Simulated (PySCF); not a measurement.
Ta⁺: ionisation energy

Ta⁺ [Xe] 4f14 5d3 6s1 (5F) → Ta²⁺ [Xe] 4f14 5d3 (4F), as a difference of total energies. Calculation: PySCF 2.14, in x2c-TZVPPall (11s7p7d3f1g, 97 functions); scalar relativity by spin-free X2C-1e. Correlated levels: valence: [Xe] 4f14 frozen. The calculations carry no spin-orbit coupling.

```
           method  ionisation energy (eV)
              UHF                  14.242
    MP2 (valence)                  14.579
SCS-MP2 (valence)                  14.354
   CCSD (valence)                  14.655
CCSD(T) (valence)                  14.664
```

Task: How much does correlation contribute at CCSD(T) (valence)?

Result: 14.664 − (14.242) = 0.422 eV, measured against UHF.

A first-order spin-orbit estimate (lowest level to lowest level, LS coupling) adds -0.049 eV.

Errors of the correlated levels include the incompleteness of this basis and the frozen core.

Every method misses the reference by a wide margin, which points to the basis or the choice of state and not to the methods.

For comparison: 16.2 ± 0.5 eV (semi-empirical (NIST evaluation); NIST Atomic Spectra Database, ionization energies).
